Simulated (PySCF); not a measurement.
A species of formula C3H7BF2 has this rotational fingerprint, computed with PySCF 2.14.0, PBE0-D3(BJ)/def2-SVP geometry optimisation, gas phase:

```
Rotational constants : A = 4284, B = 2530, C = 1717 MHz
Dipole components    : |μa| = 0.21 D, |μb| = 2.31 D, |μc| = 0.17 D
Inertial defect      : -23.43 u·Å²
κ                    : -0.37
```

Question: Which structure is it? (One computed conformer of each.)
A. `[CH3:1][CH2:2][CH2:3][B:4]([F:5])[F:6]` with C1–C2–C3–B4 180°, C2–C3–B4–F5 -177°
B. `[CH3:1][C@@H:2]([BH:3][F:4])[CH2:5][F:6]` with C1–C2–B3–F4 -89°, C1–C2–C5–F6 -176°
C. `[CH3:1][CH:2]([CH3:3])[B:4]([F:5])[F:6]` with C1–C2–B4–F5 118°

Answer: B. It is C[C@@H](BF)CF, an asymmetric top, point group C1. The candidates at the same level (rigid rotor, commonest isotopes):

| SMILES | A (MHz) | B (MHz) | C (MHz) | μa (D) | μb (D) | μc (D) | Δ (u·Å²) | point group | rotor |
| --- | --- | --- | --- | --- | --- | --- | --- | --- | --- |
| C[C@@H](BF)CF | 4284 | 2530 | 1717 | 0.21 | 2.31 | 0.17 | -23.43 | C1 | asymmetric top |
| CC(C)B(F)F | 4592 | 2820 | 1975 | 1.50 | 0.26 | 0.30 | -33.36 | C1 | asymmetric top |
| CCCB(F)F | 8049 | 1672 | 1421 | 1.51 | 0.51 | 0.02 | -9.37 | near Cs | near-prolate asymmetric top |

`CCCB(F)F` has A 88 % too high; `CC(C)B(F)F` has C 15 % too high. No structure here is proved a minimum.
